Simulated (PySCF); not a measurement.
An unknown is described by computed data only.

Elements present: C, F, H, O and Si. Monoisotopic mass: 190.0825 u.

| Item | Value |
| --- | --- |
| Triplet | lowest triplet excitation (Tamm–Dancoff): 5.33 eV [TDA PBE0/def2-SVPD] |
| NMR, other nuclei | isotropic shieldings of nuclei other than C and H, by class: -90 (1 O), 116 (1 O), 396 (1 F), 378 (1 Si) ppm [GIAO KT2/pcSseg-1] |
| Dipole | 3.49 D [PBE0/def2-SVPD] |
| Rotational structure | rotational constants A, B, C: 2.297, 0.306, 0.296 GHz [PBE0-D3(BJ)/def2-SVP] |
| Polarisability | 124.5 au [PBE0/def2-SVPD] |
| UV, first state | lowest singlet excitation: 5.85 eV (212 nm, f = 0.000) [TDDFT PBE0/def2-SVPD] |
| 13C NMR | chemical shifts (computed TMS as zero) by class: 166.2 (1 C), 80.4 (1 C), 37.2 (1 C), 30.4 (2 C), 27.0 (1 C), 25.7 (2 C) ppm [GIAO KT2/pcSseg-1] |

Gas-phase values; electronic properties from PySCF, density fitting. Levels stand in brackets. NMR shifts are as computed; neighbouring signals can stand in another order in a measured spectrum. Isolated species at its PBE0-D3(BJ)/def2-SVP geometry (one conformer only). NMR classes are plain means over equivalent atoms (diastereotopic ones count apart unless rotation or inversion swaps them), as if these changed places fast.

Problem. Which formula fits the mass and the elements?

Solution. C8H15FO2Si (calculated 190.0825). No other formula that holds each of these elements comes within 0.0003 u with a fitting electron parity and a possible valence count.

Problem. What is the compound? Reason from the data.

Solution. Numbering: `[O:1]=[C:2]([CH2:3][CH2:4][F:5])[O:6][SiH2:7][CH:8]1[CH2:9][CH2:10][CH2:11][CH2:12]1`. Its formula, C8H15FO2Si, gives 2 degrees of unsaturation: 1 ring and 1 π bond in the structure found. 8 carbons fall into 6 classes; from least to most shielded: carbonyl carbon [C2] (166.2 ppm), sp3 C–F carbon [C4] (80.4 ppm), sp3 carbon next to a carbonyl [C3] (37.2 ppm), ring CH2 carbon [C9/C12] (30.4 ppm, 2 C), ring sp3 carbon bound to silicon [C8] (27.0 ppm), ring CH2 carbon [C10/C11] (25.7 ppm, 2 C, up to 2.2 ppm apart in this geometry). The other shieldings belong to: -90 ppm, carbonyl oxygen [O1]; 116 ppm, oxygen singly bound to a carbonyl carbon [O6]; 396 ppm, alkyl fluorine [F5]; 378 ppm, oxygen-bound silicon [Si7]. The optimised geometry has point group C1 and is an asymmetric top. Structure: `C1C(CCC1)[SiH2]OC(CCF)=O`. The assignments are read from this structure; whether some other isomer fits the data as well wasn't checked.
